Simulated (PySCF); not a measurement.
H4O4Ti, SMILES [OH][Ti]([OH])([OH])[OH] (connectivity only; charge and spin as stated), charge +1, multiplicity 2.

Geometry: ωB97X-D3(BJ)/def2-SVP. The multiplicity is an assumed one; no other spin state was optimised. The isomer is the one that the SMILES or the coordinates give; other isomers of the formula were not compared. The values are those of a single conformer.

The numbers are results of ωB97X-D3(BJ)/def2-SVP (PySCF 2.14.0), not measurements.

Frequencies are harmonic and unscaled.

```csv
mode,ν (cm⁻¹),IR (km/mol),moving atoms (share of kinetic energy)
1,95,37.8,"O 53 %, H 40 %"
2,98,3.9,"O 82 %, H 10 %, Ti 8 %"
3,147,0.6,"O 56 %, H 25 %, Ti 19 %"
4,177,92.2,"H 65 %, O 31 %"
5,208,18.1,"O 59 %, H 30 %, Ti 11 %"
6,212,38.8,"O 53 %, H 37 %, Ti 10 %"
7,238,31.1,"H 81 %, O 18 %"
8,353,279.0,"H 69 %, O 30 %"
9,375,39.3,"O 59 %, Ti 21 %, H 19 %"
10,383,282.6,"H 61 %, O 33 %"
11,459,45.9,"H 85 %, O 15 %"
12,482,28.5,"H 85 %, O 15 %"
13,507,320.0,"H 86 %, O 14 %"
14,548,268.6,"H 68 %, O 24 %"
15,853,22.4,O 86 %
16,914,266.8,"O 59 %, Ti 36 %"
17,926,274.8,"O 59 %, Ti 36 %"
18,3666,277.9,H 94 %
19,3869,715.0,H 94 %
20,3870,770.3,H 94 %
21,3889,184.7,H 94 %
```
